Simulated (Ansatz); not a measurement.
Coupled-cluster diagnostics for the cluster Mg3Zn⁺, Ansatz.

Geometry of the doublet (PBE/def2-TZVP):

```xyz
4

Mg    1.4760   -0.4957   -0.5851
Mg   -0.0111    2.1098   -1.5226
Mg   -0.1025   -1.9663    1.7009
Zn   -1.3624    0.3523    0.4068
```

Correlated methods freeze 12 core orbitals; core or outer-core shells of Mg are correlated, in sets that lack core-valence functions. The structure comes from a short search, and lower isomers may exist.

Geometry of the charge 1 quartet (PBE/def2-TZVP):

| atom | x (Å) | y (Å) | z (Å) |
| --- | --- | --- | --- |
| Mg1 | -0.018 | 2.261 | 0.515 |
| Mg2 | -0.764 | 0.054 | 2.188 |
| Mg3 | 0.677 | -2.009 | -2.337 |
| Zn4 | 0.105 | -0.306 | -0.367 |

**Question.** Estimate the CCSD(T) correlation energy, the shares of MP2 and (T), T1 and the reference's ⟨S²⟩ for: charge 1, doublet, own geometry in def2-TZVP; charge 1, quartet, own geometry in def2-TZVP; and the rough time on 4 threads of Arm Neoverse V1 on a shared host.

**Answer.** 
```
                          state      basis  correlation (eV)  MP2 share (%)  (T) share (%)     T1  ⟨S²⟩ (pure)  wall time                        remarks
charge 1, doublet, own geometry  def2-TZVP           -26.830           97.7            2.2  0.027  1.06 (0.75)      3 min  spin-contaminated (⟨S²⟩ 1.06)
charge 1, quartet, own geometry  def2-TZVP           -26.451           98.1            2.2  0.026  4.01 (3.75)    3.1 min  spin-contaminated (⟨S²⟩ 4.01)
```
Customary marks for T1 are 0.02 (closed shells), 0.045 (open shells) and about 0.05 (3d metals). T1 exceeds 0.02 in 2 of 2 rows and 0.045 in 0; the higher it lies, the less the single-reference result can be trusted.
